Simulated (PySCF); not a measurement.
Molecule: `COBF`, CH4BFO.

Cartesian coordinates in Å; atom numbers follow the order of the lines, from 1:
```xyz
8

C    -1.230   -0.174    0.158
O    -0.243    0.822    0.303
B     1.060    0.602    0.092
F     1.493   -0.599   -0.286
H    -0.830   -1.088   -0.305
H    -1.643   -0.426    1.147
H    -2.044    0.222   -0.466
H     1.847    1.500    0.242
```

Geometry PBE0-D3(BJ)/def2-SVP throughout; GIAO in PySCF, gas phase, one conformer, non-relativistic; equivalent atoms averaged; basis pcSseg-2.

Task: How do the absolute shieldings σ depend on the functional? (ppm; last column core-seconds on shared hosts with different chips, so compare them loosely; the GGAs took longer than the global hybrids here, which isn't the general rule, and the cause wasn't traced)

Result: 
```csv
functional,kind,C1,O2,B3,F4,H8,H5/H6/H7,core-s
HF,Hartree–Fock,143.9,250.6,90.4,309.0,27.75,28.16,12
LDA,LDA,128.1,191.2,68.0,234.4,26.31,26.90,25
PBE,GGA,127.1,193.8,71.3,242.7,26.81,27.36,32
BLYP,GGA,122.5,190.9,69.8,245.6,27.08,27.51,29
BP86,GGA,126.7,195.1,72.1,244.9,26.89,27.42,28
OPBE,GGA,132.4,205.3,77.3,253.3,26.88,27.48,34
KT2,GGA,130.9,200.1,78.2,248.3,26.92,27.38,26
KT3,GGA,129.9,203.9,78.9,257.1,27.19,27.59,27
B97-D,GGA,126.7,203.9,76.0,258.2,27.19,27.59,30
B3LYP,global hybrid,127.5,204.6,73.6,260.9,27.19,27.62,20
PBE0,global hybrid,132.8,210.7,76.1,262.4,27.01,27.54,15
mPW1PW91,global hybrid,132.0,210.9,76.1,263.6,27.08,27.60,19
WP04,global hybrid,118.2,206.8,71.2,278.2,27.85,28.01,10
B97-2,global hybrid,132.0,214.0,78.1,268.5,27.20,27.66,10
BHandHLYP,global hybrid,134.0,223.0,79.5,280.9,27.38,27.78,9.1
CAM-B3LYP,range-separated hybrid,131.2,212.9,74.1,265.1,27.11,27.56,12
wB97X-D,range-separated hybrid,132.9,218.0,77.3,269.3,27.19,27.67,15
LC-wPBE,range-separated hybrid,136.6,223.9,74.9,269.3,27.06,27.63,17
```

Task: Which nucleus moves most, in ppm?

Result: F4 (fluorine bonded to B): from 234.4 ppm with LDA to 309.0 ppm with HF. The smallest spread is 1.25 ppm, at H5/H6/H7. Proton shifts span only some 12 ppm, so a few tenths of a ppm matter as much there as several ppm in carbon.
